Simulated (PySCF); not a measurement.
Question: Write Cartesian coordinates for `[BH2][GeH2][CH]=C` as optimised with PBE0-D3(BJ)/def2-SVP.

Answer: 
```xyz
11
C2H7BGe angstrom
B      2.1386    0.4146    0.3278
Ge     0.5949   -0.4556   -0.7237
C     -0.9788   -0.4012    0.4301
C     -2.0471    0.3640    0.1916
H      2.6315    1.4690    0.0051
H      2.5409   -0.1141    1.3377
H      0.2294    0.2651   -2.0380
H      0.9151   -1.9332   -1.0482
H     -0.9620   -1.0206    1.3358
H     -2.9088    0.3827    0.8690
H     -2.1168    1.0043   -0.6951
```

Any rigid rotation of these coordinates is as good. Atoms count from 1 in this order. B1 (three-coordinate boron) is planar (angles 122.5°, 119.4° and 118.0°, sum 359.9°, 0.02 Å off the plane of its three neighbours). Ge2 (germanium bonded to B, C and 2 H) is distorted tetrahedral (angles from 106.9° to 114.5°).

Bonds between heavy atoms (Å): B1–Ge2 2.061, Ge2–C3 1.952, C3=C4 1.336.

Method: PySCF, PBE0-D3(BJ)/def2-SVP geometry optimisation, gas phase.

Point group: C1 (no symmetry element, even within 0.4 Å). PBE0-D3(BJ)/def2-SVP frequencies: not computed here. The numbers are those of one conformer (H–B1–Ge2–C3 -112° and 65°, B1–Ge2–C3–C4 111°).
